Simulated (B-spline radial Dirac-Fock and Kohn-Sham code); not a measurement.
Muonic X-ray lines of ¹³⁰Sn

Nucleus: ¹³⁰Sn, Fermi distribution (skin thickness 2.3 fm), rms radius 4.7019 fm (measured, Angeli and Marinova 2013).

The computed values come from a radial B-spline solver: the Dirac equation of a negative muon with reduced mass in the field of a spherical finite nucleus, with the Uehling potential to all orders; nuclear polarisation, deformation, hyperfine structure, self-energy, higher-order vacuum polarisation, relativistic recoil and electron screening are left out.

```csv
transition,energy (keV),"point nucleus, no QED (keV)"
2p3/2 → 1s1/2,3436,5506
2p1/2 → 1s1/2,3390,5442
3p3/2 → 1s1/2,4416,6488
3d5/2 → 2p3/2,981.9,987.9
3d3/2 → 2p1/2,1021,1046
4f7/2 → 3d5/2,345.3,343.6
4f5/2 → 3d3/2,350.0,348.3
5g9/2 → 4f7/2,159.2,158.6
6h11/2 → 5g9/2,86.28,86.08
```

The 2p fine-structure splitting is 45.34 keV, and 2s lies 281.9 keV above 2p1/2.
